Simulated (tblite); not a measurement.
Species: C4H11O2P.
Structure used (GFN2-xTB), in Å, numbered top down from 1:
```
atom  x, y, z in Å
C1    -2.3992   -0.4914   -0.1623
C2    -1.1851   -1.3368    0.1918
C3     0.0795   -0.7738   -0.4430
P4     0.4318    0.8936    0.2250
O5     0.2720    1.0157    1.6781
C6     2.1766    1.2607   -0.2774
O7     2.9989    0.4232    0.4861
H8    -3.3006   -0.9058    0.2827
H9    -2.5377   -0.4439   -1.2411
H10   -2.2631    0.5203    0.2208
H11   -1.0566   -1.3402    1.2767
H12   -1.3330   -2.3681   -0.1377
H13    0.9487   -1.3876   -0.1821
H14   -0.0003   -0.7287   -1.5298
H15   -0.3229    1.7991   -0.5235
H16    2.3938    2.3240   -0.0927
H17    2.3619    1.0356   -1.3283
H18    2.7266    0.5105    1.4117
```

Method: GFN2-xTB as coded in tblite; computed harmonic values from a numerical Hessian at the method's own geometry, unscaled. This tight-binding method is rough: wavenumbers can miss measured ones by several per cent, in bad cases by 10 to 20. Modes of hydrogen on phosphorus can be 10 to 20 % off. One conformer, not necessarily the lowest.

Harmonic wavenumbers (cm⁻¹): 68.7, 72.8, 112.8, 153.1, 192.3, 238.3, 268.6, 348.4, 393.7, 426.2, 461.5, 660.0, 698.0, 746.5, 823.1, 838.4, 896.0, 937.8, 940.8, 1019.4, 1052.4, 1068.2, 1106.0, 1115.4, 1182.8, 1226.1, 1234.9, 1266.5, 1279.0, 1315.6, 1338.5, 1410.1, 1418.4, 1432.4, 1478.8, 1492.3, 1498.9, 2264.4, 2847.1, 2926.2, 2965.7, 2974.2, 2983.8, 2986.9, 3005.3, 3023.4, 3042.2, 3458.8.

A = 4262, B = 1241, C = 1145 MHz; mass 122.050 u (most abundant isotopes); point group C1, symmetry number 1.

Task: What is the zero-point energy?

Result: Half the sum of the wavenumbers: 32345 cm⁻¹ = 386.94 kJ/mol.

Task: What is S at 273.15 K and 1 bar for an ideal gas of classical rigid rotors and harmonic oscillators?

Result: Translation 166.95, rotation 117.58, vibration 98.69: S = 383.2 J/(mol K).

Task: And Cp and H(273.15 K) − H(0)?

Result: Cp = 137.77 J/(mol K), of which vibrations give 104.51 (their classical limit is 48 R = 399.1); H(273.15 K) − H(0) = 23.63 kJ/mol without the zero-point energy, 14.55 from vibrations.

Task: Blend soft modes into free rotors: weight 1/[1 + (100 cm⁻¹/ν̃)⁴] for the oscillator and the rest for a rotor with moment μB/(μ + B), μ = h/(8π²ν), B = 10⁻⁴⁴ kg m². What vibrational entropy results?

Result: 92.40 J/(mol K) in place of 98.69, which changes −T·S at 273.15 K by +1.72 kJ/mol.

Task: Which modes carry the vibrational entropy at 273.15 K?

Result: 68.7 cm⁻¹: 16.81; 72.8 cm⁻¹: 16.33; 112.8 cm⁻¹: 12.76; 153.1 cm⁻¹: 10.32; 192.3 cm⁻¹: 8.55; 238.3 cm⁻¹: 6.95 J/(mol K); the other 42 give 26.95 together.

Task: What must be added to the electronic energy to get the Gibbs energy at 273.15 K and 1 bar?

Result: ZPE + [H(273.15 K) − H(0)] − T·S = 386.94 + 23.63 − 104.68 = 305.89 kJ/mol.

Task: How do the functions run with temperature in this model?

Result: 
```
 T (K)  S (J/(mol K))  Cp (J/(mol K))  H − H(0) (kJ/mol)  G − H(0) (kJ/mol)  ln q(vib)
   150          315.5            93.5               9.45             -37.87       2.54
   250          371.4           129.0              20.55             -72.31       4.92
298.15          395.7           147.4              27.20             -90.78       6.05
   400          444.5           186.0              44.20            -133.59       8.42
   600          532.2           247.2              87.89            -231.44      13.02
   900          644.7           306.8             171.73            -408.52      19.60
```

q(vib) and H(0) count from the zero-point level.

Hindered rotation and anharmonicity are outside this model. Other conformers, if any are populated, would add a mixing term that is left out. The structure is chiral; the term R ln 2 for an equal mix with its mirror image is left out.
